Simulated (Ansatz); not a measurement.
Start from `OC(O)[SiH2]Cl` and change one atom or group to get `NC(O)O`.

Ansatz, PBE0-D4/def2-TZVP geometries, multiplicity 1. Each molecule was computed in one conformer, which needn't be the lowest.

```
                                                                                  property  `OC(O)[SiH2]Cl`
                                                     LUMO energy (ωB97M-V/def2-TZVPP) / eV             1.83
                                                     HOMO energy (ωB97M-V/def2-TZVPP) / eV           -10.31
                                                       LUMO energy (B3LYP/def2-TZVPP) / eV            -0.15
                                          size of the dipole moment (B3LYP/def2-TZVPP) / D             1.62
ideal-gas entropy at 298 K and 1 bar (rigid rotor, harmonic PBE0-D4/def2-TZVP) / J/(mol·K)              350
                                                     HOMO–LUMO gap (B3LYP/def2-TZVPP) / eV             7.66
```

Problem. What does the change do to each property? (An estimate is asked.)

Solution. Computed: 
```csv
property,`NC(O)O`,shift
LUMO energy (ωB97M-V/def2-TZVPP) / eV,2.46,0.63
HOMO energy (ωB97M-V/def2-TZVPP) / eV,-10.01,0.30
LUMO energy (B3LYP/def2-TZVPP) / eV,0.66,0.81
size of the dipole moment (B3LYP/def2-TZVPP) / D,1.16,-0.46
"ideal-gas entropy at 298 K and 1 bar (rigid rotor, harmonic PBE0-D4/def2-TZVP) / J/(mol·K)",288,-62
HOMO–LUMO gap (B3LYP/def2-TZVPP) / eV,8.02,0.36
```

With PBE0 the HOMO rises by 0.43 eV and the LUMO rises by 0.96 eV, so the gap widens by about 0.53 eV. PBE moves the HOMO by 0.48 eV and ωB97M-V by 0.30 eV. The zero-point energy changes by 23.9 kJ/mol with -3 modes. Dipoles are sizes alone; their direction can turn. Modes under 60 cm⁻¹, often nearly free rotors, make the harmonic entropy too high.

Positive LUMOs are unbound, so they and the gaps depend on the basis.

B3LYP here is the variant with VWN-RPA as its local correlation; programs differ in this.
